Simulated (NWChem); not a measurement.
System meant: ammonia borane (BNH6); SMILES [NH3+][BH3-]

Here is an NWChem input.

```
start job
memory heap 200 mb stack 900 mb global 1100 mb
geometry units angstroms noautoz
  B      0.000000     0.000000    -0.933306
  N      0.000000     0.000000     0.710763
  H     -1.059686    -0.536720    -1.258587
  H      0.994656    -0.649355    -1.258587
  H      0.065030     1.186075    -1.258587
  H     -0.801149     0.525436     1.089089
  H      0.855615     0.431097     1.089089
  H     -0.054466    -0.956533     1.089089
end
basis spherical
  * library def2-svp
end
dft
  xc b3lyp
  iterations 150
end
tddft
  cis
  nroots 4
  notriplet
end
task tddft energy
```

End of the output:

```
 Vector   12  Occ=0.000000D+00  E= 7.759711D-02  Symmetry=e
              MO Center=  3.6D-01,  4.3D-01,  1.2D+00, r^2= 3.3D+00
   Bfn.  Coefficient  Atom+Function         Bfn.  Coefficient  Atom+Function
  ----- ------------  ---------------      ----- ------------  ---------------
    55     -1.337038  8 H  s                 45      1.270099  6 H  s
    22      0.570920  2 N  py                21     -0.522303  2 N  px
    19     -0.286207  2 N  py                18      0.261835  2 N  px
    54     -0.162293  8 H  s                 44      0.154168  6 H  s
    50      0.066939  7 H  s                 40      0.063754  5 H  s

 center of mass
 --------------
 x =   0.00000000 y =   0.00000000 z =  -0.02981933

 moments of inertia (a.u.)
 ------------------
         101.909899152977          -0.000000000000          -0.000000000000
          -0.000000000000         101.909899152977           0.000000000000
          -0.000000000000           0.000000000000          25.145411994332

     Multipole analysis of the density
     ---------------------------------

     L   x y z        total         alpha         beta         nuclear
     -   - - -        -----         -----         ----         -------
     0   0 0 0     -0.000000     -9.000000     -9.000000     18.000000

     1   1 0 0     -0.000000     -0.000000     -0.000000     -0.000000
     1   0 1 0     -0.000000     -0.000000     -0.000000      0.000000
     1   0 0 1      2.250212      1.125106      1.125106      0.000000

     2   2 0 0    -11.908058    -12.191573    -12.191573     12.475088
     2   1 1 0     -0.000000     -0.000000     -0.000000      0.000000
     2   1 0 1      0.000000      0.000000      0.000000      0.000000
     2   0 2 0    -11.908058    -12.191573    -12.191573     12.475088
     2   0 1 1      0.000000      0.000000      0.000000     -0.000000
     2   0 0 2    -12.249687    -35.050182    -35.050182     57.850677

 ------------------------------------------------------------------------
 tddft_init: non-Abelian symmetry not permitted                   0
 ------------------------------------------------------------------------
 ------------------------------------------------------------------------
  current input line :
    25: task tddft energy
 ------------------------------------------------------------------------
 ------------------------------------------------------------------------
 There is an error related to the specified geometry
 ------------------------------------------------------------------------
 For more information see the NWChem manual at https://nwchemgit.github.io

0:tddft_init: non-Abelian symmetry not permitted:Received an Error in Communication
```

Problem. Find the fault in this run and fix the input.

Solution. The program stopped with an error. Cause: the TDDFT module takes Abelian point groups alone, and the geometry was found to have a non-Abelian one. This input runs:
```
start job
memory heap 200 mb stack 900 mb global 1100 mb
geometry units angstroms noautosym nocenter noautoz
  B      0.000000     0.000000    -0.933306
  N      0.000000     0.000000     0.710763
  H     -1.059686    -0.536720    -1.258587
  H      0.994656    -0.649355    -1.258587
  H      0.065030     1.186075    -1.258587
  H     -0.801149     0.525436     1.089089
  H      0.855615     0.431097     1.089089
  H     -0.054466    -0.956533     1.089089
end
basis spherical
  * library def2-svp
end
dft
  xc b3lyp
  iterations 150
end
tddft
  cis
  nroots 4
  notriplet
end
task tddft energy
```
It converges to -83.15635 Ha (B3LYP/def2-SVP, TDA).
